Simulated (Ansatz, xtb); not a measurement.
Molecule: SbI$_{2}$ (charge +1, singlet). 
Structure (B3LYP-D3(BJ)/def2-TZVP (Ansatz, a first-principles code) minimum search):
```xyz
3

Sb     0.0328     0.0167     1.1047
I      0.9564    -1.8398    -0.5328
I     -0.9880     1.8237    -0.5302
```
Charge +1, spin multiplicity 1.

Harmonic wavenumbers from GFN2-xTB (xtb, at its own minimum), cm⁻¹: 65, 230, 240.

Q: Give the harmonic wavenumbers at B3LYP-D3(BJ)/def2-TZVP (Ansatz, finite differences of forces, unscaled).

A: 69, 221, 227 cm⁻¹. Zero-point energy 0.7 kcal/mol.

Q: From these and the geometry, give the ideal-gas thermochemistry at 298.15 K and 1 atm (rigid rotor, harmonic oscillator).

A: Point group C2v, rotational symmetry number 2. Rotational constants 2.292, 0.463, 0.3852 GHz. S(trans) 43.66, S(rot) 29.67, S(vib) 8.03, S(elec, spin only) 0.00, S 81.4 cal/(mol K). H(298) - H(0) 3.53 kcal/mol; G - E(el) -20.0 kcal/mol.
